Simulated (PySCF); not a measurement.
## Palladium: a sound run and one with changed settings

Sound run: Pd⁺ [Kr] 4d9, Pd²⁺ [Kr] 4d8. Calculation: PySCF 2.14, in def2-SVP with the def2 core potential (28 electrons); a scalar-relativistic core potential. The sound run starts from symmetry-adapted Hartree-Fock orbitals and uses a fine grid where one is needed.

Changed run: basis STO-3G, all-electron and non-relativistic. This setting is unsound on purpose.

| species | method | sound run (hartree) | changed run (hartree) | converged |
| --- | --- | --- | --- | --- |
| Pd⁺ | UHF | -126.76992 | -4888.95469 | yes |
| Pd⁺ | LDA | -127.26257 | -4885.53461 | yes |
| Pd⁺ | M06-L | -127.60600 | -4890.88199 | yes |
| Pd²⁺ | UHF | -126.12691 | -4888.69552 | yes |
| Pd²⁺ | LDA | -126.52013 | -4885.21483 | yes |
| Pd²⁺ | M06-L | -126.90232 | -4890.56144 | yes |

Ionisation energy of Pd⁺:

| method | sound run (eV) | changed run (eV) |
| --- | --- | --- |
| UHF | 17.497 | 7.052 |
| LDA | 20.203 | 8.702 |
| M06-L | 19.148 | 8.723 |

A minimal basis cannot let orbitals breathe on ionisation and holds almost no correlation. The Hamiltonian changed with the basis, so the totals do not compare.

For comparison, NIST gives 19.43 ± 0.12 eV between the lowest levels.
